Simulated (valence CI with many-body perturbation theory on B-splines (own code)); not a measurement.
# Valence orbitals of Cl XIII

Method: configuration interaction combined with many-body perturbation theory (CI+MBPT): three valence electrons over a frozen Dirac-Fock core [He], a basis of 11 s, 11 p, 10 d, 8 f, 5 g, 2 h functions for each j, with the one-electron correlation potential Σ1, the two-electron term Σ2, the three-electron term Σ3, Breit, model QED; selected CI, second order for the rest, scaled by the run's own slope (own B-spline code, finite nucleus).

No measured spectrum was set against this ion. As an estimate, levels of excited configurations hold to 0.05 to 0.15 % of their energy, terms of the ground configuration to about 0.5 %.

These are the spectroscopic orbitals of the CI (the correlating ones are not listed), shaped by the core and the other valence electrons. h is the expectation value of the core's Dirac-Fock operator, without the valence repulsion; Σ1 is computed up to l = 3 at one energy for each symmetry, that of its lowest orbital but kept below the first core excitation, so for empty shells it is not the orbital's own correlation shift; Breit and QED include the response of the core.

| Orbital | h (hartree) | Σ1 (cm⁻¹) | Breit (cm⁻¹) | QED (cm⁻¹) | ⟨r⟩ (bohr) |
| --- | --- | --- | --- | --- | --- |
| 2s1/2 | -29.695 | -1075 | 1026 | 725 | 0.3941 |
| 3s1/2 | -12.907 | -247 | 281 | 204 | 0.9267 |
| 4s1/2 | -7.1649 | -91.7 | 109 | 80.0 | 1.702 |
| 5s1/2 | -4.5517 | -44.5 | 54.0 | 39.7 | 2.704 |
| 6s1/2 | -3.1455 | -25.0 | 30.6 | 22.5 | 3.937 |
| 7s1/2 | -2.3031 | -15.4 | 19.0 | 14.0 | 5.398 |
| 2p1/2 | -28.577 | -2339 | 1906 | -55.8 | 0.3429 |
| 3p1/2 | -12.576 | -500 | 513 | -15.1 | 0.8949 |
| 4p1/2 | -7.0287 | -187 | 205 | -6.0 | 1.684 |
| 5p1/2 | -4.4824 | -91.1 | 102 | -3.0 | 2.701 |
| 6p1/2 | -3.1056 | -51.3 | 58.4 | -1.7 | 3.949 |
| 7p1/2 | -2.278 | -31.8 | 36.5 | -1.1 | 5.424 |
| 2p3/2 | -28.482 | -2285 | 851 | -9.0 | 0.3445 |
| 3p3/2 | -12.548 | -488 | 223 | -2.3 | 0.8971 |
| 4p3/2 | -7.017 | -183 | 88.3 | -0.9 | 1.687 |
| 5p3/2 | -4.4764 | -89.1 | 44.0 | -0.4 | 2.705 |
| 6p3/2 | -3.1021 | -50.1 | 25.0 | -0.2 | 3.953 |
| 7p3/2 | -2.2759 | -31.0 | 15.6 | -0.2 | 5.429 |
| 3d3/2 | -12.393 | -181 | 12.5 | -2.1 | 0.7792 |
| 4d3/2 | -6.9515 | -76.6 | 6.8 | -0.9 | 1.581 |
| 5d3/2 | -4.443 | -39.3 | 3.8 | -0.5 | 2.611 |
| 6d3/2 | -3.0828 | -22.7 | 2.3 | -0.3 | 3.872 |
| 7d3/2 | -2.2637 | -14.3 | 1.5 | -0.2 | 5.361 |
| 3d5/2 | -12.384 | -180 | 3.6 | 1.5 | 0.7800 |
| 4d5/2 | -6.948 | -76.0 | 1.9 | 0.6 | 1.582 |
| 5d5/2 | -4.4412 | -39.0 | 1.1 | 0.3 | 2.612 |
| 6d5/2 | -3.0817 | -22.6 | 0.7 | 0.2 | 3.873 |
| 7d5/2 | -2.2631 | -14.2 | 0.4 | 0.1 | 5.362 |
| 4f5/2 | -6.9166 | -13.6 | 0.1 | -0.4 | 1.379 |
| 5f5/2 | -4.4268 | -7.7 | 0.0 | -0.2 | 2.414 |
| 6f5/2 | -3.0738 | -4.7 | 0.0 | -0.1 | 3.682 |
| 7f5/2 | -2.2581 | -3.0 | 0.0 | -0.1 | 5.177 |
| 4f7/2 | -6.915 | -13.6 | 0.0 | 0.3 | 1.379 |
| 5f7/2 | -4.426 | -7.7 | 0.0 | 0.2 | 2.415 |
| 6f7/2 | -3.0733 | -4.7 | 0.0 | 0.1 | 3.682 |
| 7f7/2 | -2.2578 | -3.0 | 0.0 | 0.1 | 5.178 |
| 5g7/2 | -4.4213 |  | 0.0 | -0.1 | 2.114 |
| 6g7/2 | -3.0704 |  | 0.0 | -0.1 | 3.383 |
| 7g7/2 | -2.2559 |  | 0.0 | 0.0 | 4.881 |
| 5g9/2 | -4.4208 |  | 0.0 | 0.1 | 2.115 |
| 6g9/2 | -3.0701 |  | 0.0 | 0.1 | 3.383 |
| 7g9/2 | -2.2557 |  | 0.0 | 0.0 | 4.882 |
| 6h9/2 | -3.0699 |  |  |  | 2.999 |
| 6h11/2 | -3.0697 |  |  |  | 3.000 |

Among the shells of the start configuration 2s2 2p1, Σ1 is largest in size for 2p1/2, where it is 0.037 % of h.

Lowest root of each symmetry, sizes in configuration state functions:

```
   J  Parity  Roots  Reference  Variational  Second order  Change by selected CI (cm⁻¹)  Change by second order (cm⁻¹)
 1/2    even     28         82        15266         27397                         -4007                              0
 3/2    even     34        120        24874         55730                         -3980                             -1
 5/2    even     28        121        27213         76929                         -3980                             -1
 7/2    even     13         89        21899         80115                         -7015                             -7
 9/2    even      6         60        16478         64754                         -7826                             -3
11/2    even      2         26         8571         24318                         -9474                             -3
 1/2     odd     25         80        15553         29659                         -7387                             -1
 3/2     odd     35        122        23580         59258                         -7376                             -1
 5/2     odd     24        116        25586         75797                        -12999                             -2
 7/2     odd     12         92        22582         77747                         -7338                             -2
 9/2     odd      3         55        12372         61900                         -7296                             -5
11/2     odd      1         29         7176         30037                         -9194                             -7
```
